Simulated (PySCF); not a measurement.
Job file and geometry (Å, from GFN2-xTB) of an NMR shielding run on `C[Si@@H]1C=CO[C@H]1[S@@](C)=O`, C$_{5}$H$_{10}$O$_{2}$SSi, GIAO PBE0/pcSseg-1 NMR shielding, non-relativistic, gas phase in PySCF; density fitting, a coarse starting grid and PySCF grid level 2 are the driver's defaults:

```
$ OMP_NUM_THREADS=1 python probes_run.py task.json out

{"job": {"kind": "nmr", "xc": "PBE0", "basis": "pcSseg-1"}, "charge": 0, "multiplicity": 1}
C     -2.582637    -1.110753     0.018813
Si    -0.984216    -0.268470     0.587733
C     -0.876105     1.602702     0.482377
C      0.020141     1.954673    -0.442066
O      0.677225     1.030035    -1.178092
C      0.338772    -0.295178    -0.825534
S      1.834133    -1.255395    -0.293594
C      2.549205     0.026650     0.822222
O      1.243726    -2.282038     0.577156
H     -3.362758    -0.972274     0.759522
H     -2.943554    -0.708738    -0.923944
H     -2.430247    -2.178574    -0.105295
H     -0.506362    -0.804223     1.860551
H     -1.396020     2.348356     1.052841
H      0.311841     2.959413    -0.714345
H      0.013918    -0.812583    -1.732468
H      3.449330    -0.394348     1.258231
H      1.838296     0.277924     1.600290
H      2.795509     0.892070     0.218469
```

Question: What does the program print?

Answer: 
```
coarse grid: 17056 points
cycle   1  E = -1033.6111750554  dE =  1.491e+00  |g| = 1.016e+00  |ddm| = 4.120e+00
cycle   2  E = -1032.8621759244  dE =  7.490e-01  |g| = 2.141e+00  |ddm| = 3.616e+00
cycle   3  E = -1033.7855646250  dE = -9.234e-01  |g| = 3.648e-01  |ddm| = 3.136e+00
cycle   4  E = -1033.8128661424  dE = -2.730e-02  |g| = 1.218e-01  |ddm| = 4.625e-01
cycle   5  E = -1033.8153425761  dE = -2.476e-03  |g| = 4.410e-02  |ddm| = 1.158e-01
cycle   6  E = -1033.8156957781  dE = -3.532e-04  |g| = 1.308e-02  |ddm| = 3.835e-02
cycle   7  E = -1033.8157317147  dE = -3.594e-05  |g| = 4.277e-03  |ddm| = 1.480e-02
cycle   8  E = -1033.8157364139  dE = -4.699e-06  |g| = 8.718e-04  |ddm| = 4.776e-03
final grid: 155848 points
cycle   9  E = -1033.8926058695  dE = -2.269e-05  |g| = 1.462e-02  |ddm| = 3.199e-02
cycle  10  E = -1033.8925393905  dE =  6.648e-05  |g| = 2.332e-02  |ddm| = 3.122e-02
cycle  11  E = -1033.8926483627  dE = -1.090e-04  |g| = 3.124e-03  |ddm| = 2.163e-02
cycle  12  E = -1033.8926502489  dE = -1.886e-06  |g| = 3.852e-04  |ddm| = 2.827e-03
cycle  13  E = -1033.8926502659  dE = -1.702e-08  |g| = 2.269e-04  |ddm| = 4.473e-04
cycle  14  E = -1033.8926502756  dE = -9.647e-09  |g| = 5.679e-05  |ddm| = 2.498e-04
cycle  15  E = -1033.8926502762  dE = -6.894e-10  |g| = 2.413e-05  |ddm| = 7.440e-05
converged SCF energy = -1033.8926502762

GIAO shielding tensors (ppm)
atom      isotropic    diamagn.    paramagn.     s11        s22        s33       span
  0 C      188.354     253.529     -65.175    182.125    189.232    193.706     11.582
  1 Si     368.217     881.971    -513.754    319.923    389.858    394.871     74.949
  2 C       87.652     263.999    -176.347    -13.885    105.804    171.037    184.923
  3 C       17.579     252.841    -235.261    -93.864     58.687     87.915    181.779
  4 O      166.861     398.482    -231.621     79.498    166.295    254.790    175.293
  5 C       87.719     258.453    -170.734     34.390     97.481    131.285     96.894
  6 S      190.963    1053.523    -862.560     36.636    136.371    399.880    363.244
  7 C      148.641     256.230    -107.590    119.152    139.399    187.370     68.218
  8 O      288.246     399.643    -111.397     93.785    312.076    458.876    365.091
  9 H       31.208      28.724       2.483     26.473     27.956     39.193     12.720
 10 H       31.438      30.960       0.478     26.820     29.479     38.014     11.194
 11 H       31.334      30.392       0.942     26.433     29.277     38.290     11.857
 12 H       25.952      30.579      -4.626     22.833     25.525     29.499      6.666
 13 H       26.602      31.890      -5.288     25.559     26.700     27.548      1.989
 14 H       24.584      30.469      -5.885     21.754     24.552     27.446      5.692
 15 H       26.349      33.886      -7.537     24.873     25.854     28.319      3.446
 16 H       29.457      28.795       0.662     26.132     26.978     35.260      9.128
 17 H       29.456      32.749      -3.293     25.203     30.739     32.427      7.224
 18 H       29.970      31.855      -1.885     24.819     30.013     35.079     10.260
```

Question: Turn these shieldings into chemical shifts. δ = σ(ref) − σ, references computed at the same level: TMS for $^{13}$C (σref 186.93), $^{29}$Si (σref 349.16), $^{1}$H (σref 31.72); $^{17}$O (σref 336.08) against H2O; CS2 for $^{33}$S (σref 503.73).

Answer: Averaging equivalent atoms: C 3: 169.3; C 2: 99.3; C 5: 99.2; C 7: 38.3; C 0: -1.4; Si 1: -19.1; O 4: 169.2; O 8: 47.8; S 6: 313; H 14: 7.13; H 12: 5.76; H 15: 5.37; H 13: 5.11; H 16/17/18: 2.09; H 9/10/11: 0.39 ppm. Experimental scales use liquid or dissolved standards, which lie at an offset from isolated H2O (liquid H2O: subtract about 36 ppm).

Size and cost of the density-fitted run: 217 basis functions, 56 s wall time on 1 thread of an Arm Neoverse V2, shared host; peak memory 0.89 GiB.
